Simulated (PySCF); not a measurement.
## Electric field gradients and quadrupole coupling constants

Species: C₆H₇N₂PS.
Geometry (PBE0-D3(BJ)/def2-SVP, Å), atoms numbered from 1 in this order:
```
atom  x, y, z in Å
N1    -1.3798   -2.8968    1.2798
C2    -1.5797   -1.7658    1.1329
C3    -1.8049   -0.3530    0.9070
P4    -1.2764    0.1763   -0.8189
N5    -1.4715    1.8596   -0.5878
C6     0.5199   -0.1205   -0.6382
C7     1.4023    0.4269    0.3485
C8     2.6939    0.0025    0.1972
S9     2.8575   -1.0683   -1.1365
C10    1.1892   -0.9494   -1.5079
H11   -2.8780   -0.1220    0.9971
H12   -1.2709    0.2344    1.6723
H13   -0.8089    2.3549    0.0044
H14   -1.6337    2.3737   -1.4473
H15    1.0955    1.1042    1.1486
H16    3.5609    0.2568    0.8061
H17    0.7692   -1.5017   -2.3485
```

Field gradients from the PBE0/pcSseg-1 density (PySCF, non-relativistic), principal values in atomic units, ordered |Vxx| ≤ |Vyy| ≤ |Vzz|:

```json
{"atom": "N1", "Vxx": "0.4591", "Vyy": "0.4691", "Vzz": "-0.9282"}
{"atom": "N5", "Vxx": "0.4956", "Vyy": "0.5542", "Vzz": "-1.0497"}
{"atom": "S9", "Vxx": "-0.4784", "Vyy": "-1.3199", "Vzz": "1.7983"}
```

Question: Find the asymmetry η = (Vxx − Vyy)/Vzz and the couplings χ = eQV/h (234.96 MHz × Q in barn × V in au), with Q(14N) = 0.02044 b, Q(33S) = −0.0678 b.

Answer: 
| atom | environment | nucleus | η | χzz (MHz) | χxx (MHz) | χyy (MHz) |
| --- | --- | --- | --- | --- | --- | --- |
| N1 | nitrile nitrogen | 14N | 0.01 | -4.458 | 2.205 | 2.253 |
| N5 | nitrogen bonded to P and 2 H | 14N | 0.06 | -5.04 | 2.38 | 2.66 |
| S9 | thiophene-type sulfur | 33S | 0.47 | -28.65 | 7.62 | 21.03 |

The gradient is axial or nearly so (η below 0.05) at N1. The tensor is traceless: Vxx + Vyy + Vzz = 0.

Question: What is Vzz at N1 in SI units (1 au = 9.71736 × 10²¹ V/m²)?

Answer: -0.9282 au = -9.019 × 10²¹ V/m².

Question: And the gradient at the other heavy atoms, for which no coupling is worked out here?

Answer: 
```tsv
atom	environment	Vzz (au)	η
C2	nitrile carbon	-0.381	0.01
C3	sp3 carbon bound to phosphorus	0.157	0.41
P4	three-coordinate phosphorus	-1.699	0.18
C6	substituted aromatic carbon	0.187	0.28
C7	aromatic CH carbon	0.205	0.09
C8	aromatic CH next to a ring sulfur	-0.245	0.19
C10	aromatic CH next to a ring sulfur	-0.263	0.03
```

Question: What couplings would deuterons (Q(2H) = 0.00286 b) have in place of the hydrogens, at this geometry?

Answer: 
| atom | bonded to | bond length (Å) | Vzz (au) | η | χzz (kHz) |
| --- | --- | --- | --- | --- | --- |
| H11 | C3 | 1.101 | 0.2863 | 0.03 | 192 |
| H12 | C3 | 1.103 | 0.2865 | 0.04 | 193 |
| H13 | N5 | 1.017 | 0.3968 | 0.18 | 267 |
| H14 | N5 | 1.015 | 0.4021 | 0.18 | 270 |
| H15 | C7 | 1.092 | 0.3091 | 0.08 | 208 |
| H16 | C8 | 1.090 | 0.3120 | 0.10 | 210 |
| H17 | C10 | 1.090 | 0.3087 | 0.09 | 207 |

Geometry: PBE0-D3(BJ)/def2-SVP, one conformer, isolated molecule. These gradients aren't converged with respect to the basis.
